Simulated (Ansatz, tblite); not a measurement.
**Worked example: BrF + Si(SiH3)F3 → SiH3Br + SiF4**

Species: BrF (bromine fluoride), singlet; Si(SiH3)F3, singlet; SiH3Br `[SiH3]Br`, singlet; SiF4 (silicon tetrafluoride) `F[Si](F)(F)F`, singlet. The partners trade F for SiH3: Br–F and Si–SiH3 bonds give way to Br–SiH3 and Si–F.

Shapes, held fixed at every level: PBE0-D4/def2-TZVP. Programs: Ansatz 0.2.0, tblite 0.8.0. The zero-point and thermal change to 298 K, harmonic and unscaled (PBE0-D4/def2-TZVP), is +3.4 kJ/mol.

At CCSD(T)/def2-TZVPP; 1 Eh = 2625.50 kJ/mol:

```
   species   energy (Eh)
       BrF  -2672.378628
Si(SiH3)F3   -879.344044
    SiH3Br  -2863.596019
      SiF4   -688.313566
```

Work out ΔH(298 K) of the reaction at this level.


1. Products less reactants: (-2863.596019) + (-688.313566) − [(-2672.378628) + (-879.344044)] = -0.186913 Eh = -490.7 kJ/mol.
2. With the thermal change: -490.7 + (+3.4) = -487.3 kJ/mol.

Other levels give -527.2 (HF/def2-TZVPP) to -463.9 kJ/mol (PBE0-D4/def2-TZVPP). No measured value is set beside it here. Relativity is left out for Br unless named. Correlated rows may include outer-core shells of Br, which these sets cover unevenly.
